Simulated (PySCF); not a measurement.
MTl cations for M along the second period

CCSD(T) with double-zeta basis sets in PySCF, for the lowest determinant that a PBE0 search found; no spin–orbit coupling. De refers to high-spin ground-configuration atoms (the charge goes to the atom of lower measured ionisation energy or higher electron affinity, which is not always the lowest computed limit).

```tsv
M	basis	reference, frozen orbitals	charged atom	state (unpaired electrons)	Re (Å)	ωe (cm⁻¹)	De (eV)
Li	def2-SVP	UHF, 4	Li+	doublet (σ ↑)	3.317	175	n/a
Be	cc-pVDZ/cc-pVDZ-PP	RHF, 4	Tl+	singlet (closed shell)	3.184	156	n/a
B	aug-cc-pVDZ-PP/aug-cc-pVDZ	UHF, 5	Tl+	doublet (σ ↑)	3.157	160	n/a
C	def2-SVP	UHF, 5	Tl+	triplet (σ ↑, π ↑)	3.175	117	n/a
N	aug-cc-pVDZ-PP/aug-cc-pVDZ	UHF, 5	Tl+	quartet (σ ↑, π ↑↑)	3.189	82.9	n/a
O	cc-pVDZ-PP/cc-pVDZ	UHF, 5	Tl+	triplet (π ↑↑)	3.078	115	n/a
```

The shortest bond is that of TlO⁺ (3.078 Å), the longest that of LiTl⁺ (3.317 Å).

The rows differ in basis set, which adds steps of its own.

The state changes along the series, so neighbouring rows are not always alike in their bonding.

Correlated steps freeze the inner cores (4 to 5 orbitals); shallow outer-core shells are correlated. Spin–orbit coupling is left out, which matters for elements this heavy, above all for dissociation energies. States were picked by a PBE0 search and need not be the measured ground states.
